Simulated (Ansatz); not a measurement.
A short molecular-dynamics run on the cluster ScCl3.

```yaml
crystal:
  periodic: [false, false, false]
  atoms:
    - {symbol: Sc, position_ang: [0.003551, 0.000604, 0.001377]}
    - {symbol: Cl, position_ang: [0.099320, -0.912751, 2.075457]}
    - {symbol: Cl, position_ang: [-0.031151, -1.341577, -1.827026]}
    - {symbol: Cl, position_ang: [-0.071720, 2.253725, -0.249798]}
basis:
  gaussian: {orbitals: "6-31G*"}
hamiltonian: {xc: {name: r2SCAN}}
md: {timestep: 2 fs, n_steps: 30, ensemble: nve, temperature: 1000, initial_velocities: maxwell_boltzmann, seed: 10}
scf: {omitted_lower_state_checks: [starts]}
```

```sh
$ ansatz run in.yaml --threads 2 --pin off --events-out ev --progress --plain --max-ram 4352MiB
```

```
step  time (fs)  potential energy (eV)  kinetic (eV)  T (K)  conserved (eV)
   0        0.0            -58268.7829        0.2585   1000     -58268.5244
   1        2.0            -58268.7814        0.2570    994     -58268.5244
   2        4.0            -58268.7734        0.2491    964     -58268.5243
   3        6.0            -58268.7601        0.2359    913     -58268.5242
   4        8.0            -58268.7429        0.2188    846     -58268.5241
   5       10.0            -58268.7234        0.1994    771     -58268.5240
   6       12.0            -58268.7032        0.1793    694     -58268.5239
   7       14.0            -58268.6837        0.1599    619     -58268.5238
   8       16.0            -58268.6661        0.1424    551     -58268.5238
   9       18.0            -58268.6513        0.1275    493     -58268.5237
  10       20.0            -58268.6397        0.1160    449     -58268.5237
  11       22.0            -58268.6317        0.1079    418     -58268.5237
  12       24.0            -58268.6271        0.1034    400     -58268.5237
  13       26.0            -58268.6259        0.1021    395     -58268.5238
  14       28.0            -58268.6275        0.1037    401     -58268.5238
  15       30.0            -58268.6317        0.1078    417     -58268.5238
  16       32.0            -58268.6377        0.1139    440     -58268.5239
  17       34.0            -58268.6452        0.1213    469     -58268.5239
  18       36.0            -58268.6534        0.1295    501     -58268.5239
  19       38.0            -58268.6619        0.1379    534     -58268.5240
  20       40.0            -58268.6701        0.1461    565     -58268.5240
  21       42.0            -58268.6775        0.1535    594     -58268.5240
  22       44.0            -58268.6836        0.1596    617     -58268.5241
  23       46.0            -58268.6881        0.1640    634     -58268.5241
  24       48.0            -58268.6905        0.1665    644     -58268.5241
  25       50.0            -58268.6909        0.1668    645     -58268.5241
  26       52.0            -58268.6890        0.1649    638     -58268.5241
  27       54.0            -58268.6850        0.1609    622     -58268.5241
  28       56.0            -58268.6791        0.1550    600     -58268.5241
  29       58.0            -58268.6715        0.1475    570     -58268.5240
  30       60.0            -58268.6627        0.1387    536     -58268.5240
```

Velocities are drawn at the set temperature; a run this short doesn't reach equilibrium.

The 6-31G sets use Cartesian d functions.

Frames (Å, forces in eV/Å):

```xyz
4
time=0.0 fs
Sc    0.004    0.001    0.001   -0.001   -0.003   -0.008
Cl    0.099   -0.913    2.075    0.004   -0.030    0.073
Cl   -0.031   -1.342   -1.827   -0.001   -0.045   -0.059
Cl   -0.072    2.254   -0.250   -0.002    0.077   -0.005
4
time=2.0 fs
Sc    0.007   -0.003    0.003   -0.016    0.115   -0.248
Cl    0.098   -0.908    2.075    0.006   -0.055    0.117
Cl   -0.033   -1.355   -1.837    0.004    0.077    0.114
Cl   -0.073    2.266   -0.242    0.006   -0.138    0.017
4
time=4.0 fs
Sc    0.010   -0.006    0.004   -0.031    0.225   -0.468
Cl    0.096   -0.903    2.075    0.008   -0.078    0.159
Cl   -0.034   -1.368   -1.846    0.008    0.191    0.273
Cl   -0.075    2.279   -0.233    0.014   -0.338    0.035
4
time=6.0 fs
Sc    0.014   -0.009    0.005   -0.046    0.323   -0.662
Cl    0.095   -0.898    2.074    0.010   -0.098    0.194
Cl   -0.035   -1.382   -1.856    0.013    0.295    0.418
Cl   -0.076    2.291   -0.225    0.022   -0.520    0.050
4
time=8.0 fs
Sc    0.017   -0.012    0.006   -0.060    0.408   -0.825
Cl    0.093   -0.893    2.074    0.011   -0.114    0.218
Cl   -0.037   -1.394   -1.864    0.019    0.388    0.547
Cl   -0.077    2.302   -0.217    0.031   -0.682    0.060
4
time=10.0 fs
Sc    0.021   -0.014    0.006   -0.074    0.477   -0.955
Cl    0.092   -0.888    2.074    0.012   -0.123    0.230
Cl   -0.038   -1.407   -1.873    0.024    0.471    0.658
Cl   -0.079    2.313   -0.209    0.038   -0.824    0.067
4
time=12.0 fs
Sc    0.024   -0.016    0.004   -0.086    0.529   -1.047
Cl    0.090   -0.884    2.075    0.012   -0.127    0.227
Cl   -0.039   -1.419   -1.880    0.029    0.542    0.752
Cl   -0.080    2.323   -0.200    0.046   -0.945    0.069
4
time=14.0 fs
Sc    0.027   -0.017    0.002   -0.098    0.564   -1.103
Cl    0.089   -0.879    2.076    0.011   -0.123    0.207
Cl   -0.041   -1.430   -1.887    0.034    0.604    0.829
Cl   -0.081    2.332   -0.192    0.052   -1.045    0.066
4
time=16.0 fs
Sc    0.030   -0.018    0.000   -0.108    0.583   -1.121
Cl    0.087   -0.875    2.077    0.011   -0.113    0.171
Cl   -0.042   -1.441   -1.893    0.039    0.656    0.890
Cl   -0.083    2.339   -0.183    0.058   -1.127    0.060
4
time=18.0 fs
Sc    0.033   -0.019   -0.004   -0.116    0.587   -1.105
Cl    0.086   -0.871    2.078    0.010   -0.096    0.118
Cl   -0.043   -1.451   -1.897    0.043    0.699    0.936
Cl   -0.084    2.346   -0.174    0.064   -1.190    0.051
4
time=20.0 fs
Sc    0.036   -0.019   -0.009   -0.123    0.576   -1.056
Cl    0.084   -0.867    2.079    0.009   -0.073    0.051
Cl   -0.044   -1.460   -1.901    0.046    0.734    0.967
Cl   -0.085    2.351   -0.166    0.068   -1.236    0.038
4
time=22.0 fs
Sc    0.039   -0.019   -0.015   -0.129    0.551   -0.978
Cl    0.083   -0.863    2.080    0.008   -0.046   -0.028
Cl   -0.045   -1.468   -1.904    0.049    0.759    0.984
Cl   -0.086    2.355   -0.157    0.072   -1.264    0.021
4
time=24.0 fs
Sc    0.042   -0.018   -0.022   -0.133    0.515   -0.875
Cl    0.081   -0.859    2.081    0.007   -0.016   -0.115
Cl   -0.046   -1.476   -1.906    0.052    0.777    0.988
Cl   -0.087    2.357   -0.148    0.074   -1.276    0.003
4
time=26.0 fs
Sc    0.044   -0.016   -0.029   -0.136    0.469   -0.752
Cl    0.080   -0.855    2.083    0.007    0.016   -0.209
Cl   -0.047   -1.483   -1.906    0.054    0.786    0.978
Cl   -0.088    2.358   -0.139    0.076   -1.271   -0.018
4
time=28.0 fs
Sc    0.047   -0.014   -0.037   -0.138    0.415   -0.612
Cl    0.078   -0.851    2.084    0.007    0.049   -0.305
Cl   -0.048   -1.488   -1.906    0.055    0.787    0.957
Cl   -0.089    2.358   -0.131    0.077   -1.250   -0.040
4
time=30.0 fs
Sc    0.049   -0.012   -0.045   -0.138    0.353   -0.460
Cl    0.077   -0.847    2.084    0.007    0.080   -0.399
Cl   -0.049   -1.493   -1.904    0.055    0.780    0.924
Cl   -0.089    2.356   -0.122    0.076   -1.214   -0.064
4
time=32.0 fs
Sc    0.051   -0.010   -0.054   -0.136    0.286   -0.301
Cl    0.076   -0.843    2.084    0.008    0.110   -0.490
Cl   -0.050   -1.498   -1.902    0.054    0.764    0.879
Cl   -0.090    2.353   -0.113    0.075   -1.161   -0.088
4
time=34.0 fs
Sc    0.054   -0.007   -0.064   -0.133    0.215   -0.137
Cl    0.074   -0.839    2.084    0.009    0.137   -0.574
Cl   -0.051   -1.501   -1.898    0.053    0.740    0.823
Cl   -0.090    2.349   -0.105    0.072   -1.092   -0.113
4
time=36.0 fs
Sc    0.056   -0.004   -0.073   -0.128    0.140    0.028
Cl    0.073   -0.835    2.083    0.010    0.160   -0.649
Cl   -0.051   -1.503   -1.894    0.050    0.707    0.758
Cl   -0.091    2.344   -0.096    0.068   -1.007   -0.137
4
time=38.0 fs
Sc    0.058   -0.001   -0.082   -0.121    0.062    0.191
Cl    0.071   -0.830    2.081    0.011    0.179   -0.713
Cl   -0.052   -1.505   -1.889    0.047    0.665    0.682
Cl   -0.091    2.337   -0.088    0.062   -0.906   -0.160
4
time=40.0 fs
Sc    0.059    0.002   -0.091   -0.111   -0.017    0.350
Cl    0.070   -0.825    2.079    0.013    0.192   -0.764
Cl   -0.053   -1.506   -1.883    0.043    0.614    0.596
Cl   -0.092    2.330   -0.080    0.055   -0.790   -0.182
4
time=42.0 fs
Sc    0.061    0.005   -0.100   -0.100   -0.097    0.502
Cl    0.069   -0.821    2.075    0.015    0.201   -0.801
Cl   -0.053   -1.507   -1.876    0.038    0.555    0.503
Cl   -0.092    2.321   -0.072    0.047   -0.658   -0.203
4
time=44.0 fs
Sc    0.063    0.008   -0.108   -0.086   -0.178    0.644
Cl    0.067   -0.815    2.071    0.017    0.203   -0.824
Cl   -0.054   -1.506   -1.869    0.032    0.487    0.401
Cl   -0.092    2.312   -0.064    0.037   -0.512   -0.221
4
time=46.0 fs
Sc    0.064    0.011   -0.116   -0.070   -0.257    0.775
Cl    0.066   -0.810    2.066    0.019    0.199   -0.831
Cl   -0.054   -1.505   -1.861    0.025    0.411    0.293
Cl   -0.092    2.302   -0.057    0.026   -0.353   -0.236
4
time=48.0 fs
Sc    0.066    0.013   -0.123   -0.053   -0.333    0.891
Cl    0.065   -0.805    2.060    0.021    0.189   -0.821
Cl   -0.055   -1.504   -1.853    0.017    0.328    0.179
Cl   -0.092    2.292   -0.050    0.014   -0.185   -0.249
4
time=50.0 fs
Sc    0.067    0.015   -0.130   -0.033   -0.404    0.991
Cl    0.063   -0.799    2.053    0.023    0.173   -0.794
Cl   -0.055   -1.503   -1.845    0.008    0.240    0.062
Cl   -0.092    2.282   -0.043    0.001   -0.009   -0.259
4
time=52.0 fs
Sc    0.069    0.017   -0.135   -0.012   -0.468    1.071
Cl    0.062   -0.793    2.045    0.025    0.149   -0.748
Cl   -0.056   -1.501   -1.837   -0.001    0.147   -0.057
Cl   -0.093    2.272   -0.036   -0.012    0.172   -0.267
4
time=54.0 fs
Sc    0.070    0.019   -0.140    0.009   -0.523    1.129
Cl    0.061   -0.787    2.037    0.027    0.118   -0.683
Cl   -0.056   -1.499   -1.829   -0.010    0.053   -0.175
Cl   -0.093    2.262   -0.030   -0.026    0.352   -0.271
4
time=56.0 fs
Sc    0.071    0.020   -0.143    0.032   -0.565    1.162
Cl    0.060   -0.780    2.028    0.028    0.080   -0.598
Cl   -0.056   -1.497   -1.821   -0.020   -0.042   -0.290
Cl   -0.093    2.252   -0.024   -0.040    0.528   -0.274
4
time=58.0 fs
Sc    0.073    0.021   -0.146    0.054   -0.592    1.166
Cl    0.059   -0.774    2.018    0.029    0.033   -0.492
Cl   -0.057   -1.495   -1.814   -0.029   -0.136   -0.400
Cl   -0.093    2.243   -0.018   -0.054    0.694   -0.275
4
time=60.0 fs
Sc    0.074    0.021   -0.148    0.076   -0.600    1.141
Cl    0.057   -0.768    2.007    0.029   -0.021   -0.364
Cl   -0.057   -1.493   -1.806   -0.038   -0.224   -0.502
Cl   -0.093    2.234   -0.013   -0.066    0.845   -0.274
```

It took 2.4 min on 2 threads of Arm Neoverse V1 on a shared host.
